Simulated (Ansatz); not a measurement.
Basis-set extrapolation for C2H4BCl, SMILES `BC(=C)Cl` (PBE0-D4/def2-TZVP geometry, frozen core, Ansatz 0.2.0). Multiplicity 1, RHF reference.

```
                      def2-TZVPP   def2-QZVPP
                 HF  -562.259590  -562.276982
    MP2 correlation    -0.607678    -0.654027
CCSD(T) correlation    -0.680280      not run
```

Energies in hartree. Use E(X) = E(∞) + A·exp(−7.88·√X) for Hartree–Fock and E(X) = E(∞) + B·X^(−2.97) for correlation, with X = 3 and 4, and add CCSD(T) minus MP2 of the smaller set to the MP2 limit.

Q: What is the CCSD(T) energy at the basis-set limit?

A: HF limit: -562.276982 + (-0.017392) × 0.13774 = -562.27938. MP2 limit: -0.654027 + (-0.046349) × 0.74074 = -0.68836. Higher-order term: -0.680280 − (-0.607678) = -0.07260. Total: -563.04034 hartree, 63.0 kcal/mol below CCSD(T)/def2-TZVPP.
